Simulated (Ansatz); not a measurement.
Nudged elastic band run: BCl$_{3}$H$_{3}$N

The input (input.yaml):

```yaml
crystal:
  periodic: [false, false, false]
  atoms:
    - { symbol: B, position_ang: [0.032708, -0.321031, 0.195809] }
    - { symbol: "N", position_ang: [0.001746, -0.181942, 1.594387] }
    - { symbol: H, position_ang: [-0.815144, -0.445532, 2.135812] }
    - { symbol: H, position_ang: [0.853467, -0.076721, 2.136079] }
    - { symbol: Cl, position_ang: [1.542129, -0.062948, -0.673314] }
    - { symbol: Cl, position_ang: [-1.44461, -0.7231, -0.673788] }
    - { symbol: Cl, position_ang: [-0.711868, 3.046847, 1.174893] }
    - { symbol: H, position_ang: [-0.436528, 1.800926, 1.436222] }
basis:
  gaussian: { orbitals: def2-SVP }
hamiltonian:
  xc: r2scan
  dispersion: d4
neb:
  order_check: false
  images: 5
  f_tol: 0.2
  max_iterations: 60
  final_atoms:
    - { symbol: B, position_ang: [-0.09907683, 0.57392271, 0.16824557] }
    - { symbol: "N", position_ang: [-0.14786711, 0.16448627, 1.74317706] }
    - { symbol: H, position_ang: [-0.19333992, -0.85453095, 1.84151342] }
    - { symbol: H, position_ang: [0.69136876, 0.50532337, 2.22237104] }
    - { symbol: Cl, position_ang: [1.45472115, -0.17628571, -0.45735477] }
    - { symbol: Cl, position_ang: [-1.61994766, -0.1620361, -0.54836884] }
    - { symbol: Cl, position_ang: [-0.09072019, 2.40916825, 0.16704547] }
    - { symbol: H, position_ang: [-0.97323819, 0.57645116, 2.18947105] }
  initial_path:
    images:
      - { positions_ang: [[0.032708, -0.321031, 0.195809], [0.001746, -0.181942, 1.594387], [-0.815144, -0.445532, 2.135812], [0.853467, -0.076721, 2.136079], [1.542129, -0.062948, -0.673314], [-1.44461, -0.7231, -0.673788], [-0.711868, 3.046847, 1.174893], [-0.436528, 1.800926, 1.436222]] }
      - { positions_ang: [[0.02351798, -0.22145521, 0.13396397], [0.00443239, -0.11151287, 1.69944668], [-0.83023795, -0.37850621, 2.2403239], [0.86319133, 0.05950604, 2.23384915], [1.5658665, -0.04738265, -0.75693907], [-1.49895154, -0.50837232, -0.75404868], [-0.69446645, 2.67589653, 0.99661605], [-0.41145226, 1.56832571, 1.53288801]] }
      - { positions_ang: [[0.01432796, -0.12187942, 0.07211893], [0.00711878, -0.04108375, 1.80450635], [-0.84533189, -0.31148043, 2.3448358], [0.87291566, 0.19573307, 2.3316193], [1.589604, -0.03181731, -0.84056414], [-1.55329307, -0.29364464, -0.83430935], [-0.6770649, 2.30494607, 0.8183391], [-0.38637653, 1.33572541, 1.62955402]] }
      - { positions_ang: [[0.00513793, -0.02230363, 0.0102739], [0.00980516, 0.02934538, 1.90956603], [-0.86042584, -0.24445464, 2.44934769], [0.88263999, 0.33196011, 2.42938945], [1.6133415, -0.01625196, -0.92418921], [-1.60763461, -0.07891697, -0.91457003], [-0.65966335, 1.9339956, 0.64006214], [-0.36130079, 1.10312512, 1.72622002]] }
      - { positions_ang: [[-0.02960032, 0.17643848, 0.06293112], [-0.04275226, 0.07439234, 1.85410304], [-0.63806387, -0.44781341, 2.24673627], [0.81888291, 0.38974786, 2.36038331], [1.56046805, -0.06959654, -0.76857773], [-1.61173896, -0.10662334, -0.79250297], [-0.47001563, 2.09238648, 0.48238992], [-0.56527992, 0.92756713, 1.88063703]] }
      - { positions_ang: [[-0.06433858, 0.37518059, 0.11558834], [-0.09530969, 0.11943931, 1.79864005], [-0.41570189, -0.65117218, 2.04412485], [0.75512584, 0.44753562, 2.29137718], [1.5075946, -0.12294113, -0.61296625], [-1.61584331, -0.13432972, -0.6704359], [-0.28036791, 2.25077737, 0.32471769], [-0.76925906, 0.75200914, 2.03505404]] }
      - { positions_ang: [[-0.09907683, 0.57392271, 0.16824557], [-0.14786711, 0.16448627, 1.74317706], [-0.19333992, -0.85453095, 1.84151342], [0.69136876, 0.50532337, 2.22237104], [1.45472115, -0.17628571, -0.45735477], [-1.61994766, -0.1620361, -0.54836884], [-0.09072019, 2.40916825, 0.16704547], [-0.97323819, 0.57645116, 2.18947105]] }
```

Run as:

```bash
$ ansatz run input.yaml --threads 4 --pin off --max-ram 5120MiB --backend cpu --events-out ev --progress --plain --runs-dir out
```

Output, in part (warnings, iteration lines, the closing report on the highest movable image, with atoms numbered from 0):

```
NEB end point (image 0): max|allowed force component| = 1.116e-2 eV/Å (the criterion of neb.relax_end_points is 4.000e-2)
NEB end point (image 6): max|allowed force component| = 8.297e-3 eV/Å (the criterion of neb.relax_end_points is 4.000e-2)
NEB iter   1: max|band force component| = 9.478e0 eV/Å  barrier→ = 3.8372 eV  barrier← = 4.4775 eV  Δτ_max = 0.2000 Å  (196 SCF iters)
NEB iter   2: max|band force component| = 3.465e0 eV/Å  barrier→ = 2.3550 eV  barrier← = 2.9954 eV  Δτ_max = 0.2000 Å  (166 SCF iters)
NEB iter   3: max|band force component| = 2.467e0 eV/Å  barrier→ = 0.9919 eV  barrier← = 1.6323 eV  Δτ_max = 0.2000 Å  (162 SCF iters)
NEB iter   4: max|band force component| = 1.794e0 eV/Å  barrier→ = 0.6426 eV  barrier← = 1.2830 eV  Δτ_max = 0.1477 Å  (155 SCF iters)
NEB iter   5: max|band force component| = 7.551e-1 eV/Å  barrier→ = 0.5968 eV  barrier← = 1.2372 eV  Δτ_max = 0.1971 Å  (146 SCF iters)
NEB iter   6: max|band force component| = 5.666e-1 eV/Å  barrier→ = 0.6608 eV  barrier← = 1.3012 eV  Δτ_max = 0.1514 Å  (151 SCF iters)
NEB iter   7: max|band force component| = 5.567e-1 eV/Å  barrier→ = 0.5977 eV  barrier← = 1.2380 eV  CI = image 2  Δτ_max = 0.1436 Å  (147 SCF iters)
NEB iter   8: max|band force component| = 6.154e-1 eV/Å  barrier→ = 0.6496 eV  barrier← = 1.2899 eV  CI = image 2  Δτ_max = 0.0692 Å  (159 SCF iters)
NEB iter   9: max|band force component| = 3.532e-1 eV/Å  barrier→ = 0.6392 eV  barrier← = 1.2796 eV  CI = image 2  Δτ_max = 0.0237 Å  (140 SCF iters)
NEB iter  10: max|band force component| = 2.091e-1 eV/Å  barrier→ = 0.6333 eV  barrier← = 1.2737 eV  CI = image 2  Δτ_max = 0.0258 Å  (141 SCF iters)
NEB iter  11: max|band force component| = 8.069e-2 eV/Å  barrier→ = 0.6278 eV  barrier← = 1.2682 eV  CI = image 2  Δτ_max = 0.0693 Å  (149 SCF iters)
NEB iter  12: max|band force component| = 1.756e-1 eV/Å  barrier→ = 0.6294 eV  barrier← = 1.2698 eV  CI = image 2  Δτ_max = 0.0000 Å  (168 SCF iters)
Total energy: -39769.55443035 eV, -1461.5041685433 hartree
Atom 0 at    -0.059523     0.083609     0.202005 Å, force     0.008594    -0.205353     0.192443 eV/Å
Atom 1 at    -0.060025     0.091391     1.710844 Å, force     0.019815     0.009347    -0.110977 eV/Å
Atom 2 at    -0.800871    -0.454442     2.151320 Å, force    -0.000818     0.008212     0.008235 eV/Å
Atom 3 at     0.846328    -0.074798     2.149265 Å, force    -0.013518    -0.011688    -0.001035 eV/Å
Atom 4 at     1.506807     0.067422    -0.588635 Å, force     0.047798     0.091586    -0.059569 eV/Å
Atom 5 at    -1.491794    -0.565063    -0.581213 Å, force    -0.046195     0.071418    -0.040357 eV/Å
Atom 6 at    -0.584025     2.544465     0.658513 Å, force     0.011433    -0.046024    -0.050719 eV/Å
Atom 7 at    -0.334997     1.343916     1.624002 Å, force    -0.027109     0.082501     0.061979 eV/Å
Dipole moment:     0.165193    -0.752006     0.721619 e Å
```

It converged. The band force fell under the threshold earlier too, but the program's further tests of the path sent the band on. The threshold of 0.2 eV/Å is loose, so the images may lie well off the minimum-energy path. The order of the stationary point at the top wasn't checked. The orbitals stay closed-shell, which can raise the energy where a bond breaks towards radicals; this wasn't checked here.

Final band (atoms are numbered from 1 in the order of the input):

```tsv
image	path coordinate (Å)	energy (eV)	Cl7–H8 (Å)	B1–Cl7 (Å)	N2–H8 (Å)
0	0.00	0.00	1.30	3.59	2.04
1	0.59	0.10	1.32	3.06	1.83
2	1.16	0.63	1.56	2.56	1.29
3	1.77	-0.17	1.98	2.01	1.05
4	2.34	-0.57	2.55	1.84	1.02
5	2.92	-0.61	2.70	1.84	1.02
6	3.49	-0.64	2.87	1.84	1.02
```

Run time: 79 s on 4 threads of Intel(R) Xeon(R) CPU @ 2.60GHz (Ice Lake), with other jobs on the host, peak memory 0.19 GiB.
